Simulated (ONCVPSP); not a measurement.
PBE ONCV dataset for Gd (Z = 64), scalar-relativistic all-electron reference.

- Element: Gd
- Generator: ONCVPSP 4.0.1
- Type: optimised norm-conserving Vanderbilt (ONCV)
- Functional: PBE
- Relativity: scalar-relativistic
- Frozen core: [Kr] 4d10
- Valence charge: 18
- Reference configuration: 4f7 5s2 5p6 5d1.5 6s1.5
- Partial waves: 5s+6s: rc 2.00 bohr, ncon 4, nbas 7, qcut 7.2 1/bohr, 2 projectors; 5p: rc 2.25 bohr, ncon 5, nbas 8, qcut 5.5 1/bohr, 2 projectors, debl 1.2 Ha; 5d: rc 3.85 bohr, ncon 4, nbas 8, qcut 3.6 1/bohr, 1 projector; 4f: rc 1.25 bohr, ncon 4, nbas 8, qcut 12.4 1/bohr, 2 projectors, debl 3.8 Ha
- Local potential: polynomial inside 0.95 bohr (lpopt 5, dvloc0 3 Ha)
- Core correction: none

Poles of the logarithmic derivatives, all-electron (AE) and pseudo (PS). s: poles at -1.4 (AE) and -1.4 (PS) Ha. p: poles at -0.6, 4.3 (AE) and -0.6, 2.4, 4.5 (PS) Ha. d: poles at 0.0, 1.4, 3.6 (AE) and 0.0, 1.7, 3.9 (PS) Ha. f: poles at 0.5 (AE) and 0.5 (PS) Ha. Test radii: s 2.03, p 2.29, d 3.92, f 1.27 bohr.

* Cutoffs needed: 72 Ha and 123 Ha (the cutoffs (Ha) at which the residual kinetic energy of the hardest occupied pseudo-wave falls to 1 and 0.1 mHa per electron)
* Ghost test: ghosts flagged at negative energy: s at -202.5 eV; GHOST(+) flagged for p at 65.3 eV; a true bound ghost makes a file unfit for plane-wave use
* Largest excitation error: -76 meV (all-electron minus pseudo) for 4f8 5s2 5p6 5d1 6s0, out of 4 test configurations
